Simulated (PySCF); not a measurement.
**How methods differ on the ionisation energy of Mg⁺**

Mg⁺ [Ne] 3s1 (2S) → Mg²⁺ [Ne] (1S), as a difference of total energies. Computed with PySCF 2.14 in aug-cc-pCVTZ (8s7p5d3f, 75 functions), with no relativity, point nucleus. Correlated levels: nothing frozen. The calculations carry no spin-orbit coupling.

```tsv
method	ionisation energy (eV)	error (eV)
UHF	14.723	-0.312
MP2 (all electrons)	14.925	-0.110
SCS-MP2 (all electrons)	14.882	-0.153
CCSD (all electrons)	14.929	-0.106
CCSD(T) (all electrons)	14.936	-0.099
```

Reference: 15.035 eV (measured; NIST Atomic Spectra Database, ionization energies).

Errors of the correlated levels include the incompleteness of this basis.
